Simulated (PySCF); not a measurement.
How methods differ on the ionisation energy of Nd(34+)

Nd(34+) [Ar] 3d8 (3F) → Nd(35+) [Ar] 3d7 (4F), as a difference of total energies. Calculation: PySCF 2.14, in an even-tempered Gaussian basis (17 s from 5.6 bohr⁻², ratio 2.5; 11 p from 7.3 bohr⁻², ratio 2.5; 8 d from 7.3 bohr⁻², ratio 2.5; 4 f from 31 bohr⁻², ratio 2.7; 3 g from 47 bohr⁻², ratio 2.7); no relativity, point nucleus. Correlated levels: outer shells: [Ne] frozen; virtual orbitals above 40 to 60 times the deepest correlated orbital energy dropped. The calculations carry no spin-orbit coupling.

```csv
method,ionisation energy (eV)
UHF,2331.6
LDA,2332.5
PBE,2332.3
PBE0,2332.7
r2SCAN,2333.7
r2SCAN0,2333.7
PW91,2332.8
MP2 (outer shells),2333.0
SCS-MP2 (outer shells),2333.0
```

Spin-orbit coupling is strong in these open shells (close to jj coupling). The scalar numbers leave it out and a first-order estimate fails, so it can dominate the gap to the real levels.

All relativistic terms are absent from these numbers, so their closeness to the reference says little about the methods.

For comparison: 2321 ± 5 eV (theoretical estimate listed by NIST; NIST Atomic Spectra Database, ionization energies).
